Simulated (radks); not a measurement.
Results of a calculation; reference values are marked as such.
Fractional charge and spin in the 3p shell of manganese: the spin-up occupation runs from 2 to 3 and the spin-down occupation from 2 to 3; the fullest corner is Mn2+, [Ne] 3s2 3d(up 2.5, down 2.5) 3p(up 3, down 3). Level of theory: non-relativistic Kohn-Sham, LDA (Slater exchange, Perdew-Wang correlation), spin-polarised, spherical densities, point nucleus (a radial shooting solver on a logarithmic mesh with Libxc functionals). Energy (eV) minus the two flat planes that join the four corners (they meet along the diagonal where the two added fractions sum to one electron); zero is where a piecewise linear energy would lie.

down \ up,2,2.5,3
2,0.000,-2.532,0.000
2.5,-2.532,0.340,-2.282
3,0.000,-2.282,0.000

Corners above the fullest one (they belong to Mn3+ and the next ion): (up 3, down 2) 80.939 eV, (up 2, down 3) 80.939 eV, (up 2, down 2) 182.53 eV. With half an added electron in each spin the energy lies 0.340 eV from the planes, and with half an added electron in spin up alone -2.532 eV. The planes are only a guide here: the flat-plane condition holds for ground states with one frontier orbital, while this shell lies below other occupied shells, so the corners above the fullest one are inner-hole states and not the ground states of those ions.
